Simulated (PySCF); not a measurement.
**Simulated characterisation data**

Computational details: NMR shieldings at PBE0/pcSseg-1/GIAO, GFN2-xTB structure, in PySCF (no solvent model, relativity neglected, equivalent nuclei averaged, one computed conformer).

δ = σ(ref) − σ, references computed at the same level: ¹H (31.72 ppm), ¹³C (186.93 ppm) vs TMS. Splittings of carbon signals by F and P are missing where no couplings were computed. Where no couplings were computed, multiplicities follow the n + 1 count of equivalent neighbours, and m marks all less simple cases (inequivalent or close neighbours, rings, F or P nearby). Shifts are as computed. Against solution values, carbons near 30 ppm lie about +3 ppm off and those near 130 ppm about +5 ppm; carbons on Cl a further +6 ppm. Of 1211 compounds with measured shifts, 218 miss one by over three times the rms of a fit or turn the order of signals round; such compounds aren't used in these exercises. Carbons bonded to Cl come out too deshielded.

**1.** SMILES CC1=C(F)[P@@]1(=O)C1CCC1, C$_{7}$H$_{10}$FOP. ¹H NMR (500 MHz, computed): δ 2.90 (m, 1H), 2.73 (m, 1H), 2.56 (m, 1H), 2.31 (m, 1H), 2.25 (m, 1H), 2.21 (m, 3H), 1.95 (m, 1H), 1.50 (m, 1H). ¹³C{¹H} NMR (computed): δ 182.1 (C), 144.6 (C), 38.8 (CH), 25.4 (CH2), 24.6 (CH2), 19.9 (CH2), 12.2 (CH3).

**2.** `FC(F)O[C@@H]1O[C@@H]1C(Cl)Cl`, C$_{4}$H$_{4}$Cl$_{2}$F$_{2}$O$_{2}$. ¹H NMR (500 MHz, computed): δ 6.60 (m, 1H), 5.69 (d, 1H), 4.87 (m, 1H), 3.07 (m, 1H). ¹³C{¹H} NMR (computed): δ 123.9, 83.5, 76.4, 61.5.
